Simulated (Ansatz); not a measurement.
Species: SnOFH, charge 0, singlet. SnOFH (SMILES [Sn]([OH])[F]).
B3LYP-D3(BJ)/def2-TZVP minimum from Ansatz (a first-principles code):
```xyz
4

Sn     0.1709     0.0296     0.3226
F     -0.2397     1.3235    -1.1002
O     -0.6669    -1.5110    -0.5964
H     -1.0540    -1.3047    -1.4567
```
Charge 0, spin multiplicity 1.

Atomisation energy term by term, kcal/mol (programs: Ansatz). Open shells are spin-unrestricted; no spin-orbit coupling. Correlated methods leave the cores frozen (noble-gas shells, and filled d and f shells in the p block). Past Kr the def2 sets carry scalar-relativistic core potentials. CBS(X,Y): correlation extrapolated as X^-3, Hartree-Fock from the larger set. A bracket is a step between two methods taken in the basis named. For partners of very few electrons the exact lower level stands in for a higher one. Spin-orbit terms, left out, reach several kcal/mol for Br and I, and more for heavier atoms.

```tsv
term	basis	kcal/mol
Hartree-Fock	def2-QZVPP	203.41
CCSD correlation	CBS(def2-TZVPP,def2-QZVPP)	114.93
(T)	CBS(def2-TZVPP,def2-QZVPP)	9.71
CCSDT(Q) - CCSD(T)	def2-TZVPP	0.28
sum: De		328.3
```

The step beyond CCSD(T) by other levels: CCSDT(Q) in def2-SVP 1.00 kcal/mol.
